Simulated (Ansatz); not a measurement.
Saddle point of HfGaH2Cl5O, singlet (HfGaH₂Cl₅O ([OH][Hf]1([Cl])([Cl])[H][Ga]([Cl])([Cl])[Cl]1) → HfGaH₂Cl₅O ([Cl][Ga]1([Cl])[OH][HfH]([Cl])([Cl])[Cl]1); bonds formed: Ga1–O6; dative contacts that become bonds: H2–Hf5; bonds broken: Ga1–H2; bonds weakened to dative contacts: Hf5–O6), PBE0-D4/def2-TZVP structure:

| atom | x (Å) | y (Å) | z (Å) |
| --- | --- | --- | --- |
| Ga1 | 0.0499 | -1.5193 | 0.1885 |
| H2 | 0.1152 | -0.1745 | -1.4863 |
| Cl3 | -0.2961 | -2.9657 | -1.3333 |
| Cl4 | -0.4911 | -2.2627 | 2.1522 |
| Hf5 | 0.1797 | 1.3838 | -0.4634 |
| O6 | -0.9257 | 0.3632 | 0.7946 |
| Cl7 | -1.3538 | 2.4762 | -1.8260 |
| Cl8 | 1.8763 | 2.9824 | -0.1284 |
| Cl9 | 2.0036 | -0.3984 | 0.4051 |
| H10 | -1.1580 | 0.1149 | 1.6970 |

Energies are electronic, without zero-point energy. Barriers and step energies count from the start structure reached by relaxing down the imaginary mode; all methods use the PBE0-D4 structures, on which another method's saddle can fall below an end. Computed with Ansatz 0.2.0 (basis: def2-TZVPP, with def2-QZVPP for the basis limit); correlated methods freeze the cores. Filled d shells of the heavier atoms are correlated. Core potentials replace the inner electrons of the atoms past krypton. The def2 sets are not built for correlating such inner shells, so the correlated values are less sure here. B3LYP uses VWN-RPA correlation. Extrapolation: Hartree–Fock as exp(−7.88 √X), correlation as X^−2.97.

```csv
method,barrier (kJ/mol),step energy (kJ/mol)
SPW92,88.7,39.4
PBE-D4,102.5,42.6
BLYP-D4,113.1,39.0
r2SCAN-D4,103.6,32.0
B97M-V,?,27.6
PBE0-D4,103.4,32.6
B3LYP-D4,113.6,31.4
r2SCAN0-D4,103.4,25.0
BHLYP-D4,114.9,20.2
CAM-B3LYP-D4,112.9,26.0
wB97X-V,104.4,23.2
wB97M-V,99.4,23.1
B2PLYP,?,28.3
PBE-QIDH,101.2,25.7
RPA on PBE,98.0,19.2
HF,122.4,2.5
MP2,?,28.3
CCSD,103.8,16.9
CCSD(T),100.3,21.5
```

Task: Fill in the withheld barriers. (An estimate is asked for; the value comes from the calculation.)

Result: By the calculation: B2PLYP 109.8; MP2 103.2; B97M-V 105.2 kJ/mol. Each is the energy of the saddle less that of the start structure, by the same method.

For comparison, the barrier by CCSD(T) at an estimated basis limit (MP2 extrapolated from triple and quadruple zeta, plus CCSD(T) − MP2 in triple zeta) is 103.9 kJ/mol.

No T1 diagnostic of these runs exceeds 0.015.

Ligand swaps between two centres remove the fluorinated layer in thermal atomic layer etching, and scramble precursors in the gas phase.

Labels in which every atom is bracketed show which atoms are joined, not bond orders.

For scale, one of the runs: CCSD(T)/def2-TZVPP, 373 basis functions, launched by `ansatz run in.yaml --threads 4 --pin off --events-out ev --progress --plain --max-ram 63488MiB --backend cuda --devices 0, --max-vram 37GiB`. Time: 31 s of wall clock on 4 CPU threads of an AMD EPYC 7R13 and a share of one NVIDIA H100; the host was shared. Peak host memory: 0.9 GiB.
